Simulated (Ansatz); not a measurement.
`C=NB[SiH3]` + `S[CH2][GeH3]` → `[SiH3]S[CH2][GeH3]` + `BN=C` at 400 K and 1 bar (cleavage of the Si–B bond).

Isolated molecules relaxed with PBE0-D4/def2-TZVP in Ansatz; ΔE leaves out vibrations. CCSD(T)/CBS is the MP2 limit (def2-TZVPP, def2-QZVPP) plus CCSD(T) − MP2 in def2-TZVPP, frozen cores. For Ge outer-core shells are correlated without core-valence functions, which leaves a few kJ/mol of doubt a bond. Scalar relativity is left out up to krypton. One conformer a species, not always the lowest.

| species | CCSD(T)/CBS energy (Eh) | H − E (kJ/mol) | S (J/(mol·K)) |
| --- | --- | --- | --- |
| `C=NB[SiH3]` | -410.21746 | 208.6 | 353.6 |
| `S[CH2][GeH3]` | -2515.53503 | 184.7 | 349.2 |
| `[SiH3]S[CH2][GeH3]` | -2805.83640 | 240.5 | 422.0 |
| `BN=C` | -119.93970 | 154.7 | 272.9 |

H − E and S are ideal-gas, rigid-rotor, harmonic terms from PBE0-D4/def2-TZVP, for one conformer and one mirror image of each species. 1 Eh = 2625.50 kJ/mol, R = 8.31446 J/(mol·K).

Task: By hand: ΔE, ΔH, ΔS and ΔG.

Result: ΔE = (-2805.83640) + (-119.93970) − (-410.21746) − (-2515.53503) = -0.02361 Eh = -62.0 kJ/mol. Δ(H − E) = 240.5 + 154.7 − 208.6 − 184.7 = 1.9, so ΔH = -60.1 kJ/mol. ΔS = 422.0 + 272.9 − 353.6 − 349.2 = -7.9 J/(mol·K). ΔG = -60.1 − 400 × (-7.9)/1000 = -56.9 kJ/mol.

Task: By hand: the equilibrium constant, and the temperature at which ΔG would vanish if ΔH and ΔS stayed fixed.

Result: log₁₀ K = −ΔG/(RT ln 10) = 7.4. ΔG = 0 at ΔH/ΔS = 7608 K, far beyond where these terms or the molecules hold.

The number of gas molecules stays the same, so ΔS is small and ΔH decides. A doubt of 5 kJ/mol in ΔE shifts log₁₀ K by 0.7 here. Other conformers and mirror images would add mixing entropy, several J/(mol·K) or more a flexible species. Modes under 60 cm⁻¹, often nearly free rotors, make the harmonic entropy too high. These are equilibria of isolated gas molecules and say nothing of rates. Largest T1 diagnostic: 0.017 (customary marks: 0.02 for closed shells, 0.045 for open ones).
